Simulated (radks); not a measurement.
Species: Se3+. Configuration: [Ar] 3d10 4s2 7d1 (not the ground configuration). All-electron calculation, Dirac Kohn-Sham, PBE, spin-unpolarised, spherical densities, finite nucleus; open shells are shared between the two j in proportion to 2j + 1; Fermi nuclear charge, rms radius 4.14 fm. Program: a radial shooting solver on a logarithmic mesh with Libxc functionals.

X-ray form factor f0, the Fourier transform of the density (f0(0) = 31):

sin(theta)/lambda (1/angstrom),f0 (electrons)
0.05,29.727
0.1,29.031
0.15,27.931
0.2,26.533
0.25,25.039
0.3,23.492
0.4,20.459
0.5,17.687
0.6,15.226
0.8,11.347
1,8.826
1.25,7.051
1.5,6.070
2,4.773
